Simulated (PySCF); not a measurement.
A structure optimised at PBE-D3(BJ)/def2-SVP, used in a PySCF frequency run:

```xyz
5

V      0.0000     0.0000    -0.2605
O      0.0000     0.0000    -1.8189
Cl     1.7683     1.0210     0.4028
Cl    -1.7683     1.0210     0.4028
Cl     0.0000    -2.0419     0.4028
```
Charge 0, spin multiplicity 1.

Question: Write its SMILES, formula and point group.

Answer: [O]=[V]([Cl])([Cl])[Cl], Cl₃OV, C3v

Question: What are its rotational constants (standard atomic weights)?

Answer: 1.7111, 1.7111, 1.1397 GHz
